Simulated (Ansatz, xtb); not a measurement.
**Relative energy of two isomers of CH4NZn**

Structure a is the doublet with the links of `C[NH][Zn]` and structure b is the doublet with the links of `N[CH2][Zn]`. Both are isolated molecules in the gas phase, relaxed with PBE0-D3(BJ)/def2-SVP; the shapes shown needn't be the lowest conformers.

a (Å):

```
atom    x (Å)    y (Å)    z (Å)
   C  -0.7627  -0.5453   1.8969
   N  -1.0677   0.1592   0.6724
  Zn  -0.7534   2.0288   0.5604
   H  -1.2224  -0.0327   2.7591
   H   0.3140  -0.6710   2.1397
   H  -1.1975  -1.5641   1.8838
   H  -0.6278  -0.3178  -0.1170
```

b (Å):

```xyz
7

C     0.5759    0.0828    0.5422
N    -0.6787    0.3407    1.1814
Zn    1.8477    1.7574    0.6446
H    -1.1580   -0.5089    1.4744
H     0.5491   -0.2143   -0.5260
H    -1.3135    0.8633    0.5852
H     1.1511   -0.6722    1.1022
```

Energies in hartree; the thermal terms are from PBE0-D3(BJ)/def2-SVP harmonic frequencies (ideal gas, rigid rotor, one conformer each, 298.15 K, 1 atm) and include the zero-point energy:

|  | a | b |
| --- | --- | --- |
| E, CCSD(T)/def2-SVP | −1872.777447 | −1872.763724 |
| E, MP2/def2-SVP | −1872.756583 | −1872.740276 |
| E, MP2/def2-TZVPP | −1873.654585 | −1873.638666 |
| zero-point energy | 0.052467 | 0.052246 |
| H(298 K) − E | 0.057947 | 0.057922 |
| G(298 K) − E | 0.024297 | 0.023770 |

Q: Correct the CCSD(T) difference for the basis set by the MP2 change, then work out ΔE, ΔE₀, ΔH and ΔG for a → b in kJ/mol (1 Eh = 2625.50 kJ/mol) and the equilibrium ratio [b]/[a].

A: 1. Differences b − a: CCSD(T) +0.013723, MP2 in the small set +0.016307, MP2 in the large set +0.015919 Eh.
2. ΔE = +0.013723 + (+0.015919 − (+0.016307)) = +0.013335 Eh = +35.01 kJ/mol.
3. ΔE₀ = ΔE + ΔZPE = +0.013335 + (−0.000221) Eh = +34.43 kJ/mol.
4. ΔH = ΔE + (−0.000025) Eh = +34.95 kJ/mol.
5. ΔG = ΔE + (−0.000527) Eh = +33.63 kJ/mol, so ΔS = (ΔH − ΔG)/T = +4.4 J/(mol K).
6. kT = 0.9442 mEh, so K = [b]/[a] = exp(−ΔG/kT) = exp(−13.57) ≈ 1.3 × 10^−6.

Structure a is favoured at this temperature. An error of 4 kJ/mol in ΔG would change K by a factor of 5. Mirror images and further conformers aren't counted.

As drawn, b has 1 C–Zn, 1 N–H in place of 1 N–Zn, 1 C–H.

Other levels gave ΔE = +57.2 (GFN2-xTB); +95.0 (HF/STO-3G, GFN2-xTB geometries); +36.5 (r2SCAN-D4/def2-SVP, GFN2-xTB geometries); +26.8 (PBE0-D3(BJ)/def2-SVP); +40.7 (HF/def2-SVP); +42.8 (MP2/def2-SVP); +36.0 (CCSD(T)/def2-SVP) kJ/mol. Open shells are spin-unrestricted. The correlated steps freeze 7 core orbitals; the last core shell of Zn is correlated, in a basis made for valence electrons. Programs: Ansatz 0.2.0, xtb 6.7.1.
